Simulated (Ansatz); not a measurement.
`C/C=C\[SiH2]Cl` and `[SiH3]/C=C/[SiH2]Cl` differ in one atom or group (the configuration at the double bond changes too).

Ansatz, PBE0-D4/def2-TZVP geometries, multiplicity 1. Each molecule was computed in one conformer, which needn't be the lowest.

```json
{"property": "HOMO–LUMO gap (B3LYP/def2-TZVPP) / eV", "`C/C=C\\[SiH2]Cl`": "6.51"}
{"property": "LUMO energy (PBE0/def2-TZVPP) / eV", "`C/C=C\\[SiH2]Cl`": "-0.90"}
{"property": "LUMO energy (ωB97M-V/def2-TZVPP) / eV", "`C/C=C\\[SiH2]Cl`": "1.10"}
{"property": "HOMO energy (B3LYP/def2-TZVPP) / eV", "`C/C=C\\[SiH2]Cl`": "-7.60"}
{"property": "LUMO energy (B3LYP/def2-TZVPP) / eV", "`C/C=C\\[SiH2]Cl`": "-1.09"}
{"property": "size of the dipole moment (PBE/def2-TZVPP) / D", "`C/C=C\\[SiH2]Cl`": "2.15"}
```

Give the same properties after the change, and the shifts. (Best estimate.)

Ansatz gave: 
| property | `[SiH3]/C=C/[SiH2]Cl` | shift |
| --- | --- | --- |
| HOMO–LUMO gap (B3LYP/def2-TZVPP) / eV | 6.58 | 0.07 |
| LUMO energy (PBE0/def2-TZVPP) / eV | -1.36 | -0.46 |
| LUMO energy (ωB97M-V/def2-TZVPP) / eV | 0.70 | -0.40 |
| HOMO energy (B3LYP/def2-TZVPP) / eV | -8.11 | -0.51 |
| LUMO energy (B3LYP/def2-TZVPP) / eV | -1.53 | -0.44 |
| size of the dipole moment (PBE/def2-TZVPP) / D | 1.40 | -0.75 |

With PBE0 the HOMO falls by 0.52 eV and the LUMO falls by 0.46 eV, so the gap widens by about 0.06 eV. PBE moves the HOMO by -0.42 eV and ωB97M-V by -0.50 eV. Dipoles are sizes alone; their direction can turn.

Positive LUMOs are unbound, so they and the gaps depend on the basis.

B3LYP here is the variant with VWN-RPA as its local correlation; programs differ in this.
